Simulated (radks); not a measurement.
Coulomb parameter of the 4f shell of the terbium ion Tb+ in the model configuration [Xe] 4f7.5 5d1.5 6s1, as a second difference U = [E(n + 0.5) + E(n - 0.5) - 2 E(n)] / (0.5)^2 with all orbitals relaxed. "Bare": the charge of the atom changes with n. "Screened": the 5d shell takes up the change at fixed total charge, which measures U(4f,4f) + U(5d,5d) - 2 U(4f,5d). Calculated with a radial shooting solver on a logarithmic mesh with Libxc functionals: scalar-relativistic Kohn-Sham, r2SCAN, spin-unpolarised, spherical densities, finite nucleus; meta-GGA in the generalised Kohn-Sham scheme; Fermi nuclear charge, rms radius 5.06 fm.

case                  configuration  E - E(n) (eV)
start          [Xe] 4f7.5 5d1.5 6s1          0.000
bare +0.5        [Xe] 4f8 5d1.5 6s1         -7.385
bare -0.5        [Xe] 4f7 5d1.5 6s1         11.431
screened +0.5      [Xe] 4f8 5d1 6s1         -4.220
screened -0.5      [Xe] 4f7 5d2 6s1          5.585

U(bare) = 16.186 eV, U(screened by 5d) = 5.457 eV, against the Slater integral F0(4f,4f) = 31.138 eV with frozen orbitals.
